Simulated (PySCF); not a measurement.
## Correlation energy of S(2+) (sulfur, charge +2)

[Ne] 3s2 3p2, high-spin 3P determinant. Calculation: PySCF 2.14, in dyall-av2z (13s9p2d, 50 functions); the non-relativistic Hamiltonian (point nucleus). Frozen: [Ne]; 4 electrons correlated; the 16 highest virtual orbitals of each spin left out.

MP2 pair energies summed by pair of shells (mhartree):

| pair | energy | share (%) |
| --- | --- | --- |
| 3s-3p | -33.94 | 60.8 |
| 3s-3s | -15.97 | 28.6 |
| 3p-3p | -5.88 | 10.5 |

Total MP2 correlation energy: -55.79 mhartree.

Same-spin part -9.14 and opposite-spin part -46.65 mhartree; SCS-MP2 scales them by 1/3 and 6/5 to -59.03 mhartree.
